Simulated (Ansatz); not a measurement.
Species: C₃H₃, SMILES `[CH]=C=C` (charge 0, multiplicity 2), formula C3H3.

### Question
How many basis functions does frozen-core CCSD(T)/def2-TZVPP // B3LYP-D3(BJ)/def2-TZVP (Ansatz, a program for electronic structure) use, how many core orbitals are frozen, and how many electrons are correlated?

### Answer
135 basis functions and 3 frozen orbitals, which leaves 15 correlated electrons. Core time is of the order of seconds.
